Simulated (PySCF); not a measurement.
**Basis and Hamiltonian dependence of the excitation energy of Rb**

Rb [Kr] 5s1 (2S) → Rb [Kr] 4d1 (2D). Calculated with PySCF 2.14 from differences of total energies of unrestricted determinants, without spin-orbit coupling. Values in eV.

```tsv
basis	Hamiltonian	functions	UHF	PBE	PBE0	CCSD(T) (valence and next inner shell)
def2-TZVPPD with the def2 core potential (28 electrons)	ECP	40	2.239	2.195	2.226	2.496
aug-cc-pVDZ-X2C	spin-free X2C	45	2.180	2.026	2.081	n/a
def2-QZVPPD with the def2 core potential (28 electrons)	ECP	63	2.223	2.173	2.202	2.465
aug-cc-pVTZ-X2C	spin-free X2C	68	2.179	2.027	2.080	n/a
x2c-TZVPPall	spin-free X2C	79	2.184	2.034	2.087	2.382
aug-cc-pwCVTZ-X2C	spin-free X2C	93	2.179	2.032	2.083	2.403
x2c-TZVPPall with one added diffuse shell each of s, p, d, f type	spin-free X2C	95	2.181	2.037	2.089	2.383
aug-cc-pwCVTZ-X2C with one added diffuse shell each of s, p, d, f type	spin-free X2C	109	2.179	2.031	2.083	2.403
x2c-QZVPPall	spin-free X2C	111	2.402	2.110	2.175	n/a
x2c-QZVPPall with one added diffuse shell each of s, p, d, f, g type	spin-free X2C	136	2.181	2.019	2.075	n/a
```

Frozen in the all-electron rows: valence: [Kr]; valence and next inner shell: [Ar] 3d10; with a core potential, the same shells as far as they lie outside it.

Reference for a calculation without spin-orbit coupling: 2.400 eV (measured, between term centres; NIST).
